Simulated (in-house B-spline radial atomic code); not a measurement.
**The arsenic ion As³⁺: [Ar] 3d10 4s2**

Level of theory: non-relativistic Hartree-Fock, average of configuration, point nucleus; calculated with an all-electron radial atomic-structure program (B-spline basis).

Effective charges: Z_r = [3n² - l(l+1)]/(2<r>) from the radius, Z_e = n√(-2ε) from the energy, and Slater's rules.

| shell | electrons | ε (eV) | <r> (bohr) | Z_r | Z_e | Slater |
| --- | --- | --- | --- | --- | --- | --- |
| 1s | 2 | -11807 | 0.04636 | 32.35 | 29.46 | 32.70 |
| 2s | 2 | -1567.2 | 0.2059 | 29.13 | 21.46 | 28.85 |
| 2p | 6 | -1399.6 | 0.1788 | 27.97 | 20.29 | 28.85 |
| 3s | 2 | -253.13 | 0.6054 | 22.30 | 12.94 | 21.75 |
| 3p | 6 | -194.48 | 0.6202 | 20.16 | 11.34 | 21.75 |
| 3d | 10 | -92.019 | 0.6625 | 15.85 | 7.80 | 11.85 |
| 4s | 2 | -47.388 | 1.81 | 13.26 | 7.47 | 7.35 |

The least bound orbital is 4s at -47.39 eV, and it is also the most diffuse (<r> = 1.81 bohr).

The density falls to 0.001 bohr⁻³ at 3.218 bohr; Σ<r²> = 16.731 bohr² gives, by the non-relativistic formula and without the paramagnetism of open shells, a Langevin diamagnetic susceptibility of -13.25×10⁻⁶ cm³/mol.
